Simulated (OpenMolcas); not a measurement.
Mn²⁺: effect of the basis set

* Program: OpenMolcas
* Method: SS-CASPT2, IPEA 0.25 Eh, imaginary shift 0.1 Eh (closed shells correlated: 3s 3p)
* Active space: 5 electrons in 5 orbitals (3d)
* State averaging: 2S+1 = 6 even, 1 root; 2S+1 = 4 even, 24 roots; 2S+1 = 2 even, 75 roots
* Spin-orbit coupling: state interaction with AMFI integrals over the reference wave functions, term energies averaged over their components

A. ANO-R1 [5s3p3d1f], X2C, finite nucleus; CASPT2 step of the order of 9 core-seconds
B. ANO-RCC-VTZP [6s5p3d2f1g], DKH2, point nucleus; CASPT2 step about 10 core-seconds
C. ANO-L-VTZP [6s5p3d2f1g], non-relativistic, point nucleus; CASPT2 step of the order of 16 core-seconds
D. ANO-R2 [7s4p4d2f1g], X2C, finite nucleus; CASPT2 step roughly 13 core-seconds
E. ANO-RCC-VQZP [7s6p4d3f2g1h], DKH2, point nucleus; CASPT2 step about 30 core-seconds
F. ANO-R3 [8s5p5d3f2g1h], X2C, finite nucleus; CASPT2 step of the order of 40 core-seconds

Energies in eV above 3d⁵ ⁶S_5/2, the measured ground level; measured values from Corliss and Sugar, J. Phys. Chem. Ref. Data 6, 1253 (1977).

| Level | A | B | C | D | E | F | Measured |
| --- | --- | --- | --- | --- | --- | --- | --- |
| 3d⁵ ⁶S_5/2 | 0.0000 | 0.0000 | 0.0000 | 0.0000 | 0.0000 | 0.0000 | 0.0000 |
| 3d⁵ ⁴G_5/2 | 3.589 | 3.460 | 3.493 | 3.449 | 3.381 | 3.377 |  |
| 3d⁵ ⁴G_7/2 | 3.591 | 3.462 | 3.495 | 3.451 | 3.383 | 3.379 | 3.3302 |
| 3d⁵ ⁴G_11/2 | 3.591 | 3.463 | 3.496 | 3.451 | 3.384 | 3.379 | 3.3258 |
| 3d⁵ ⁴G_9/2 | 3.592 | 3.463 | 3.496 | 3.452 | 3.384 | 3.380 |  |
| 3d⁵ ⁴P_5/2 | 3.872 | 3.798 | 3.837 | 3.782 | 3.717 | 3.711 | 3.6163 |
| 3d⁵ ⁴P_3/2 | 3.877 | 3.802 | 3.842 | 3.787 | 3.722 | 3.716 |  |
| 3d⁵ ⁴P_1/2 | 3.881 | 3.808 | 3.848 | 3.793 | 3.728 | 3.721 |  |
| 3d⁵ ⁴D_7/2 | 4.309 | 4.158 | 4.198 | 4.146 | 4.080 | 4.075 | 4.0056 |
| 3d⁵ ⁴D_1/2 | 4.314 | 4.164 | 4.203 | 4.152 | 4.086 | 4.081 | 4.0132 |
| 3d⁵ ⁴D_3/2 | 4.317 | 4.168 | 4.208 | 4.156 | 4.090 | 4.085 |  |
| 3d⁵ ⁴D_5/2 | 4.318 | 4.169 | 4.209 | 4.157 | 4.091 | 4.086 | 4.0151 |
| 3d⁵ ²I_11/2 | 5.257 | 5.061 | 5.119 | 5.049 | 4.937 | 4.934 | 4.8570 |
| 3d⁵ ²I_13/2 | 5.262 | 5.066 | 5.125 | 5.054 | 4.942 | 4.939 | 4.8573 |
| 3d⁵ ²D_5/2(1) | 5.491 | 5.362 | 5.419 | 5.342 | 5.247 | 5.240 | 5.1129 |
| 3d⁵ ²D_3/2(1) | 5.533 | 5.402 | 5.460 | 5.382 | 5.289 | 5.284 | 5.1540 |
| 3d⁵ ²F_7/2(1) | 5.686 | 5.556 | 5.614 | 5.535 | 5.436 | 5.426 | 5.2825 |
| 3d⁵ ²F_5/2(1) | 5.739 | 5.606 | 5.666 | 5.585 | 5.488 | 5.480 | 5.3444 |
| 3d⁵ ⁴F_9/2 | 5.855 | 5.670 | 5.727 | 5.654 | 5.567 | 5.563 | 5.4024 |
| 3d⁵ ⁴F_7/2 | 5.858 | 5.673 | 5.731 | 5.657 | 5.570 | 5.566 | 5.4060 |
| 3d⁵ ⁴F_5/2 | 5.864 | 5.680 | 5.738 | 5.663 | 5.577 | 5.573 | 5.4142 |
| 3d⁵ ⁴F_3/2 | 5.868 | 5.684 | 5.742 | 5.667 | 5.581 | 5.577 | 5.4150 |
| 3d⁵ ²H_9/2 | 6.247 | 6.068 | 6.128 | 6.046 | 5.932 | 5.927 | 5.7672 |
| 3d⁵ ²H_11/2 | 6.269 | 6.094 | 6.155 | 6.072 | 5.956 | 5.951 | 5.7864 |

Deviations, from unrounded energies. A percentage is the sum of absolute deviations over the sum of measured energies, with the sign that they share, or ± where signs differ.

| Against measurement | Levels | A | B | C | D | E | F |
| --- | --- | --- | --- | --- | --- | --- | --- |
| mean absolute deviation (cm-1) | 18 | 3100 | 1800 | 2200 | 1700 | 970 | 930 |
| other terms of the ground configuration (%) | 18 | +7.9 | +4.7 | +5.8 | +4.3 | +2.5 | +2.4 |

E, F lie about equally close to measurement and A furthest from it. The largest miss of F in the table is 3d⁵ ²H_11/2, by +1300 cm-1. The ranking rests on the paired levels alone, and a cruder setting can come out closer through cancelling errors.

The two smallest mean deviations differ by little beside CASPT2's spread within terms, so their order carries little weight.

Among A to F the level of the table that moves most is 3d⁵ ²I_13/2, by 2600 cm-1 (lowest in F, highest in A). Moves below CASPT2's spread within the term are not significant.

Term energies are means over components that CASPT2 splits; among the terms shown or strongly mixed into the levels shown the widest spread is 320 cm-1 (3d⁵ ⁴F, D). Some levels mix across a computed gap that differs much from the measured one, so their mixing is not that of the real levels (holds for F). Measured partners are found by configuration, term and J. A level has none where our copy of the source lacks it or the pairing is in doubt (some pairs that miss far off the trend of their configuration count as doubtful), and it then counts in no deviation. Levels of configurations outside the active space are missing. Levels that lie high or do not pair safely by name in every column are left out.

A number in round brackets counts repeated terms of one configuration in the order of the reference energies.
